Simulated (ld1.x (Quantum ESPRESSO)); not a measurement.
# Cutoff test, O (Z = 8), PAW

oxygen, PAW, made with ld1.x (Quantum ESPRESSO) 7.5 (revPBE, non-relativistic). Core [He], reference 2s1.5 2p4.5. Waves: 2s (bound): rcut 0.75, rcutus 0.95 bohr; 2s channel at -1.4 Ry: rcut 0.75, rcutus 0.95 bohr; 2p (bound): rcut 1.20, rcutus 1.70 bohr; 2p channel at -0.2 Ry: rcut 1.20, rcutus 1.70 bohr. Local part: all-electron potential smoothed inside 1.25 bohr (lloc = -1). Core correction: Bessel-smoothed model core inside 0.75 bohr. Augmentation charge: BESSEL, radius 0.85 bohr.

The pseudo-atom Hamiltonian at the reference potential is diagonalised in spherical Bessel functions j_l(qr) that vanish at 20 bohr, with q² up to the cutoff. All-electron valence levels (Ry): 2s -1.7774, 2p -0.6758.

How do the lowest levels (Ry) of each channel move with the cutoff, and are there ghosts?

```csv
cutoff (Ry),s #1,p #1,d #1,d #2,f #1,Σ f·Δε (mRy)
8,-1.6914,-0.2922,0.0781,0.1826,0.1202,1855.1
12,-1.7587,-0.5232,0.0781,0.1826,0.1202,714.6
21,-1.7769,-0.6682,0.0781,0.1826,0.1202,35.1
30,-1.7771,-0.6755,0.0781,0.1825,0.1202,1.8
45,-1.7772,-0.6757,0.0781,0.1825,0.1202,0.8
55,-1.7772,-0.6757,0.0781,0.1825,0.1202,0.5
400,-1.7774,-0.6758,0.0781,0.1825,0.1202,0.0
```

Result: no extra level below or beside the all-electron valence levels (s, p, d, f tested); 10 mRy is reached at 25 Ry and 1 mRy at 45 Ry.
